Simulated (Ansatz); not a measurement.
# Worked example: vertical ionisation energy of C2H5BClF (SMILES BC(F)CCl)

The species is C2H5BClF (10 atoms), meant as a singlet with charge 0. As SMILES, `BC(F)CCl`. Geometry: relaxed at PBE0-D4/def2-TZVP. This is one conformer, not always the lowest.

Both states at this one shape; open shells run unrestricted unless said. 1 Eh = 27.2114 eV.

```tsv
level	program	singlet C2H5BClF (Eh)	doublet C2H5BClF+ (Eh)
RPA@PBE/def2-SVP, 9 core orbitals frozen	Ansatz	-662.993458	-662.611235
MP2/def2-SVP, 9 core orbitals frozen	Ansatz	-662.607338	-662.199911
```

Question: Work out the vertical ionisation energy at each level.

Answer: 
1. RPA@PBE/def2-SVP: -662.611235 − (-662.993458) = 0.382223 Eh = 10.40 eV.
2. MP2/def2-SVP: -662.199911 − (-662.607338) = 0.407427 Eh = 11.09 eV.

No measured value is set beside it here; the levels span 10.40 to 11.09 eV.
